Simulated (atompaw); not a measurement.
# gadolinium: from the effect back to the setting (PAW (atompaw))

Base potential:

atompaw 4.2.0.5 input, output lines left out:

```
Gd 64
GGA-PBE scalarrelativistic loggrid 2001 logderivrange -6 5 276
6 6 5 4 0 0
6 1 0
5 2 1
4 3 7
0 0 0
c
c
c
c
v
v
c
c
c
v
v
c
c
v
v
3
2.60 1.95 2.20 1.85
n
n
y
1.2
n
y
-0.1
n
bloechl sinc
4 1 troulliermartins
```

Cutoffs, loose and tight: the cutoffs (Ry, on a coarse ladder) from which the occupation-weighted sum of valence levels, in a spherical-Bessel basis at the reference potential, stays within 10 and 1 mRy of its value at 400 Ry. They see the waves, projectors and local potential, not the compensation charge or the core.

Only the scale of all radii (base = 1) is moved:

```
scale of all radii (base = 1)  cutoff, loose  cutoff, tight  bound ghosts
                         0.76          80 Ry          90 Ry          none
                         0.81          70 Ry          80 Ry          none
                         0.88          60 Ry          70 Ry          none
                         1.01          45 Ry          55 Ry          none
                         1.09          40 Ry          45 Ry          none
                         1.15          35 Ry          40 Ry          none
                         1.23          30 Ry          35 Ry          none
                         1.29          25 Ry          35 Ry          none
```

Problem. One more run gave cutoff, loose: 50 Ry; cutoff, tight: 60 Ry; bound ghosts: none. Which value of the scale of all radii (base = 1) was used?

Solution. 0.97. The loose cutoff moves one way along this sweep, from 80 Ry at 0.76 to 25 Ry at 1.29, which places the run between 0.88 and 1.01.
